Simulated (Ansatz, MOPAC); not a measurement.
Species: C₄H₁₀N (charge 0, doublet). SMILES: [C](CN)(C)C

Atoms: C1, C2, C3, C4, N5, H6, H7, H8, H9, H10, H11, H12, H13, H14, H15. Bonds: C1-C2, C1-H6, C1-H7, C1-H8, C2-C3, C2-C4, C3-H9, C3-H10, C3-H11, C4-N5, C4-H12, C4-H13, N5-H14, N5-H15.

Bond lengths (Å) and angles (degrees) optimised at AM1 with MOPAC; PM3 with MOPAC; HF/6-31G* with Ansatz (a program for electronic structure); B3LYP/6-31G* with Ansatz, each started from the B3LYP-D3(BJ)/def2-TZVP structure (Ansatz) of the last column. A row stands for all coordinates that are equal there; 11 of 34 kinds are shown. 6-31G* holds six Cartesian d functions. No wavenumbers were computed at AM1, so these may be saddle points.

| coordinate | AM1 | PM3 | HF/6-31G* | B3LYP/6-31G* | B3LYP-D3(BJ)/def2-TZVP |
|---|---|---|---|---|---|
| C1-C2 | 1.464 | 1.469 | 1.504 | 1.497 | 1.489 |
| C1-H6 | 1.121 | 1.098 | 1.082 | 1.093 | 1.089 |
| C1-H7 | 1.119 | 1.100 | 1.093 | 1.107 | 1.103 |
| C1-H8 | 1.121 | 1.098 | 1.086 | 1.098 | 1.093 |
| C2-C4 | 1.485 | 1.486 | 1.508 | 1.503 | 1.494 |
| C3-H9 | 1.118 | 1.100 | 1.086 | 1.097 | 1.092 |
| C4-N5 | 1.441 | 1.484 | 1.457 | 1.472 | 1.467 |
| C4-H12 | 1.131 | 1.113 | 1.092 | 1.106 | 1.100 |
| C1-C2-C3 | 119.8 | 120.3 | 117.7 | 118.8 | 118.5 |
| C1-C2-C4 | 121.6 | 120.3 | 118.5 | 119.3 | 119.3 |
| C3-C2-C4 | 118.5 | 119.4 | 117.6 | 118.8 | 118.4 |

Mean signed difference of all 14 bond lengths from B3LYP-D3(BJ)/def2-TZVP: AM1 0.007 Å, PM3 -0.002 Å, HF/6-31G* -0.004 Å, B3LYP/6-31G* 0.005 Å.
